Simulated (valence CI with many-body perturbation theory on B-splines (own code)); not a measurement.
**E1 line list for Pb LXVIII**

Computed by relativistic CI+MBPT: five valence electrons over a frozen Dirac-Fock core [Ne], radial functions for each j: 9 s, 9 p, 8 d, 6 f, 3 g, 1 h, with the one-electron correlation potential Σ1, the two-electron term Σ2, the three-electron term Σ3, Breit, model QED; selected CI, second order for the rest (own B-spline code, finite nucleus).

The last digits are not significant, and no measured levels were compared; by estimate large intervals hold to a few tenths of a per cent, small ones and those within an open d or f shell to about a per cent. Among the levels kept, up to 620 cm⁻¹ of a level comes from second order outside the variational space, and about a tenth of that is noise between levels of different J, which matters for small intervals.

Lines 1 to 50 of 216 in falling wavelength, among levels below 1300.7 eV, chosen from the strongest by gf and those to the six lowest levels. Wavelengths and rates use the calculated energies. Electric multipoles are in the length gauge, E1 and E2 with the static RPA response of the core. Weak lines are less certain than strong ones. Lines between different terms over intervals too small for the method are left out, as are lines whose strength nearly cancels. The highest levels of a list are the least certain.

Levels are named by their leading jj configuration (3d3/2^4 stands for four electrons in 3d with j = 3/2), which in mixed levels can hold well under half, so a name can repeat and another be missing. Letters in brackets count levels of one name in rising energy.

```csv
λ vac (nm),Upper,Lower,A (s⁻¹),S (a.u.)
8.722,(3s 3p1/2^2 3p3/2 3d3/2) J=5/2 [a],(3s^2 3p1/2 3p3/2 3d3/2) J=3/2 [b],2.52e+09,4.95e-03
7.780,(3s^2 3p1/2 3p3/2^2) J=3/2,(3s^2 3p1/2^2 3d5/2) J=5/2,5.14e+06,4.78e-06
7.299,(3s 3p1/2^2 3p3/2 3d3/2) J=7/2,(3s^2 3p1/2 3p3/2 3d3/2) J=5/2 [b],1.12e+10,1.71e-02
7.190,(3s^2 3p1/2 3p3/2^2) J=5/2,(3s^2 3p1/2^2 3d5/2) J=5/2,2.26e+07,2.49e-05
7.092,(3s 3p1/2^2 3p3/2 3d3/2) J=3/2 [b],(3s^2 3p1/2 3p3/2 3d3/2) J=3/2 [b],6.59e+09,4.64e-03
7.012,(3s 3p1/2^2 3p3/2 3d3/2) J=3/2 [b],(3s^2 3p1/2 3p3/2 3d3/2) J=1/2 [b],3.67e+09,2.50e-03
6.507,(3s 3p1/2^2 3p3/2 3d5/2) J=7/2 [a],(3s^2 3p1/2 3p3/2 3d5/2) J=7/2 [b],9.91e+09,1.08e-02
6.488,(3s 3p1/2^2 3p3/2 3d5/2) J=9/2,(3s^2 3p1/2 3p3/2 3d5/2) J=9/2,1.53e+10,2.06e-02
6.475,(3s 3p1/2^2 3p3/2 3d3/2) J=1/2 [b],(3s^2 3p1/2 3p3/2 3d3/2) J=3/2 [b],4.19e+09,1.12e-03
6.463,(3s 3p1/2^2 3p3/2 3d3/2) J=5/2 [a],(3s^2 3p1/2 3p3/2 3d3/2) J=7/2,3.42e+09,2.73e-03
6.414,(3s 3p1/2^2 3p3/2 3d5/2) J=7/2 [a],(3s^2 3p1/2 3p3/2 3d5/2) J=5/2 [b],1.48e+10,1.54e-02
6.411,(3s 3p1/2^2 3p3/2^2) J=5/2,(3s^2 3p1/2 3p3/2^2) J=5/2,1.37e+10,1.07e-02
6.409,(3s 3p1/2^2 3p3/2 3d3/2) J=1/2 [b],(3s^2 3p1/2 3p3/2 3d3/2) J=1/2 [b],1.47e+10,3.82e-03
6.188,(3s 3p1/2^2 3p3/2 3d3/2) J=5/2 [b],(3s^2 3p1/2 3p3/2 3d3/2) J=5/2 [b],6.65e+09,4.67e-03
6.176,(3s 3p1/2^2 3p3/2 3d3/2) J=5/2 [a],(3s^2 3p1/2 3p3/2 3d3/2) J=3/2 [a],2.79e+09,1.95e-03
6.106,(3s 3p1/2^2 3p3/2 3d3/2) J=3/2 [a],(3s^2 3p1/2 3p3/2 3d3/2) J=3/2 [a],1.17e+10,5.26e-03
6.082,(3s 3p1/2^2 3p3/2 3d3/2) J=3/2 [a],(3s^2 3p1/2 3p3/2 3d3/2) J=1/2 [a],4.34e+09,1.93e-03
6.063,(3s 3p1/2^2 3p3/2 3d3/2) J=7/2,(3s^2 3p1/2 3p3/2 3d3/2) J=7/2,2.11e+10,1.86e-02
6.032,(3s 3p1/2^2 3p3/2 3d5/2) J=9/2,(3s^2 3p1/2 3p3/2 3d5/2) J=7/2 [a],3.57e+10,3.86e-02
6.028,(3s 3p1/2^2 3p3/2 3d3/2) J=5/2 [a],(3s^2 3p1/2 3p3/2 3d3/2) J=5/2 [a],2.08e+10,1.35e-02
6.019,(3s 3p1/2^2 3p3/2 3d3/2) J=1/2 [a],(3s^2 3p1/2 3p3/2 3d3/2) J=3/2 [a],1.54e+10,3.32e-03
6.013,(3s 3p1/2^2 3p3/2 3d5/2) J=5/2 [a],(3s^2 3p1/2 3p3/2 3d5/2) J=5/2 [a],2.24e+10,1.44e-02
6.005,(3s 3p1/2^2 3p3/2^2) J=5/2,(3s^2 3p1/2 3p3/2^2) J=3/2,2.21e+10,1.41e-02
5.996,(3s 3p1/2^2 3p3/2 3d3/2) J=1/2 [a],(3s^2 3p1/2 3p3/2 3d3/2) J=1/2 [a],2.28e+10,4.84e-03
5.971,(3s 3p1/2^2 3p3/2^2) J=3/2,(3s^2 3p1/2 3p3/2^2) J=1/2,3.59e+06,1.51e-06
5.962,(3s 3p1/2^2 3p3/2 3d3/2) J=3/2 [a],(3s^2 3p1/2 3p3/2 3d3/2) J=5/2 [a],1.80e+10,7.54e-03
5.929,(3s 3p1/2^2 3p3/2 3d5/2) J=7/2 [b],(3s^2 3p1/2 3p3/2 3d5/2) J=7/2 [b],6.33e+09,5.21e-03
5.902,(3s 3p1/2^2 3p3/2 3d5/2) J=5/2 [a],(3s^2 3p1/2 3p3/2 3d5/2) J=3/2 [a],3.20e+10,1.95e-02
5.882,(3s 3p1/2^2 3p3/2 3d5/2) J=1/2,(3s^2 3p1/2 3p3/2 3d5/2) J=3/2 [b],4.19e+10,8.41e-03
5.859,(3s 3p1/2^2 3p3/2^2) J=1/2,(3s^2 3p1/2 3p3/2^2) J=1/2,4.64e+10,9.21e-03
5.851,(3s 3p1/2^2 3p3/2 3d5/2) J=7/2 [b],(3s^2 3p1/2 3p3/2 3d5/2) J=5/2 [b],1.36e+10,1.08e-02
5.803,(3s 3p1/2^2 3p3/2 3d5/2) J=3/2 [b],(3s^2 3p1/2 3p3/2 3d5/2) J=1/2,2.93e+10,1.13e-02
5.792,(3s 3p1/2^2 3p3/2 3d5/2) J=7/2 [a],(3s^2 3p1/2 3p3/2 3d5/2) J=5/2 [a],1.23e+09,9.47e-04
5.719,(3s^2 3p1/2 3d3/2^2) J=5/2,(3s^2 3p1/2 3p3/2 3d3/2) J=3/2 [b],4.40e+09,2.44e-03
5.696,(3s 3p1/2^2 3p3/2 3d5/2) J=3/2 [b],(3s^2 3p1/2 3p3/2 3d5/2) J=3/2 [b],3.74e+10,1.36e-02
5.678,(3s 3p1/2^2 3p3/2 3d3/2) J=7/2,(3s^2 3p1/2 3p3/2 3d3/2) J=5/2 [a],5.42e+09,3.92e-03
5.673,(3s 3p1/2^2 3p3/2 3d5/2) J=3/2 [a],(3s^2 3p1/2 3p3/2 3d5/2) J=5/2 [a],3.87e+10,1.40e-02
5.668,(3s 3p1/2^2 3p3/2 3d5/2) J=7/2 [a],(3s^2 3p1/2 3p3/2 3d5/2) J=9/2,1.21e+10,8.69e-03
5.575,(3s 3p1/2^2 3p3/2 3d5/2) J=3/2 [a],(3s^2 3p1/2 3p3/2 3d5/2) J=3/2 [a],1.13e+10,3.87e-03
5.526,(3s 3p1/2^2 3p3/2 3d3/2) J=3/2 [a],(3s 3p1/2^2 3p3/2^2) J=1/2,4.62e+09,1.54e-03
5.513,(3s 3p1/2^2 3p3/2 3d5/2) J=5/2 [b],(3s^2 3p1/2 3p3/2 3d5/2) J=7/2 [b],4.75e+10,2.36e-02
5.503,(3s 3p1/2^2 3p3/2^2) J=3/2,(3s^2 3p1/2 3p3/2^2) J=5/2,4.19e+10,1.38e-02
5.485,(3s 3p1/2^2 3p3/2 3d3/2) J=5/2 [a],(3s 3p1/2^2 3p3/2^2) J=3/2,1.47e+10,7.20e-03
5.455,(3s 3p1/2^2 3p3/2 3d3/2) J=1/2 [a],(3s 3p1/2^2 3p3/2^2) J=1/2,9.72e+09,1.56e-03
5.446,(3s 3p1/2^2 3p3/2 3d5/2) J=5/2 [b],(3s^2 3p1/2 3p3/2 3d5/2) J=5/2 [b],2.20e+10,1.05e-02
5.430,(3s 3p1/2^2 3p3/2 3d3/2) J=3/2 [a],(3s 3p1/2^2 3p3/2^2) J=3/2,8.90e+09,2.81e-03
5.347,(3s^2 3p1/2 3d3/2^2) J=5/2,(3s^2 3p1/2 3p3/2 3d3/2) J=5/2 [b],1.48e+10,6.70e-03
5.341,(3s^2 3p1/2 3p3/2 3d3/2) J=1/2 [a],(3s^2 3p1/2 3p3/2^2) J=1/2,6.12e+09,9.21e-04
5.329,(3s 3p1/2^2 3p3/2 3d5/2) J=7/2 [b],(3s^2 3p1/2 3p3/2 3d5/2) J=5/2 [a],1.90e+09,1.13e-03
5.323,(3s^2 3p1/2 3d3/2 3d5/2) J=5/2 [a],(3s^2 3p1/2 3p3/2 3d5/2) J=3/2 [b],3.97e+09,1.77e-03
```
